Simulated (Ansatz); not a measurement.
`FB1C[SiH]1Br`, charge 0, multiplicity 1.

Q: Give a relaxed structure at PBE0-D4/def2-TZVP (the Gaussian-basis code of Ansatz). (An estimate is asked.)

A: Ansatz gave: 
Cartesian coordinates in Å:
```
F -1.419 0.266 1.991
B -0.512 0.331 1.047
C -0.503 0.726 -0.417
Si 0.826 -0.629 0.037
Br 0.552 -2.760 -0.499
H -1.374 0.794 -1.066
H 0.260 1.465 -0.693
H 2.169 -0.193 -0.400
```
